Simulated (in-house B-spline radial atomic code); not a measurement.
What moves the levels of Li ([He] 2s1)? Computed with a B-spline radial code for spherical atoms: Dirac-Hartree-Fock, average of configuration, Fermi nucleus of rms radius 2.444 fm.

Baseline run (computed): total energy -7.4335 hartree, 1s1/2 at -2.477979 hartree, 2s1/2 at -5.3427 eV with <r> = 3.873 bohr.

Scaling the speed of light c (a factor of 100 is close to the non-relativistic limit):

| c/c0 | ΔE (hartree) | 2s1/2 level (eV) | 2s1/2 <r> (bohr) |
| --- | --- | --- | --- |
| 0.95 | -8.7134e-05 | -5.3427 | 3.873 |
| 0.98 | -3.3256e-05 | -5.34267 | 3.873 |
| 1.02 | 3.1318e-05 | -5.34264 | 3.873 |
| 1.2 | 0.00024642 | -5.34252 | 3.873 |
| 100 | 0.00080627 | -5.34222 | 3.874 |

(1) The nuclear charge is raised by 0.1. What does the Hellmann-Feynman theorem predict for the energy, and what is found?

## Answers

(1) dE/dZ ≈ -Σ<1/r>, which is -5.71664 at the start and -5.943 at the end; their mean times 0.1 is -0.58298 hartree, and the two runs differ by -0.58298 hartree.
